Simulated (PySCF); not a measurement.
Ge(H)2(Br)(Me) (CH₅BrGe), SMILES [Br][GeH2][CH3]. Coordinates come from a PBE-D3(BJ)/def2-SVP optimisation.

Question: Give the equilibrium geometry at PBE-D3(BJ)/def2-SVP (PySCF confirms it by a frequency run) as bond lengths and angles, and its point group. (An estimate is asked for; the answer gives what the named calculation found.)

Answer: point group Cs.
Atoms: Ge1 C2 Br3 H4 H5 H6 H7 H8. Bonds (Å): Ge1–C2 1.957, Ge1–Br3 2.341, Ge1–H4 1.551, Ge1–H5 1.551, C2–H6 1.106, C2–H7 1.108, C2–H8 1.106. Bond angles (°): C2–Ge1–Br3 108.0, C2–Ge1–H4 112.4, C2–Ge1–H5 112.4, Br3–Ge1–H4 106.5, Br3–Ge1–H5 106.5, H4–Ge1–H5 110.7, Ge1–C2–H6 109.8, Ge1–C2–H7 109.7, Ge1–C2–H8 109.8, H6–C2–H7 109.2, H6–C2–H8 109.0, H7–C2–H8 109.2.
